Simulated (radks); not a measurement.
Values are calculated unless marked as measured or tabulated.
Problem. Species: the technetium ion Tc18+. Configuration: [Ne] 3s1 3p6 3d7 4s1 (not the ground configuration). Code: a radial shooting solver on a logarithmic mesh with Libxc functionals. Model: Dirac Kohn-Sham, PW91, spin-unpolarised, spherical densities, finite nucleus; open shells fill j = l - 1/2 first; Fermi nuclear charge, rms radius 4.4112 fm.

Spin-orbit splittings of the eigenvalues, e(l+1/2) - e(l-1/2), with zeta = 2 splitting/(2l+1) and mean radii in bohr:

shell  occ.  splitting (eV)  zeta (eV)  <r> j=l-1/2  <r> j=l+1/2
2p        6               ?          ?       0.1267       0.1313
3p        6           22.46      14.97       0.3870       0.3958
3d        7           4.611      1.844       0.3615       0.3643
4p        0           6.430      4.286       0.8465       0.8597
4d        0           1.297     0.5186       0.8746       0.8783
4f        0          0.2505    0.07158       0.8556       0.8568

Estimate the 2p splitting.

Solution. 119.0 eV (zeta = 79.33 eV).
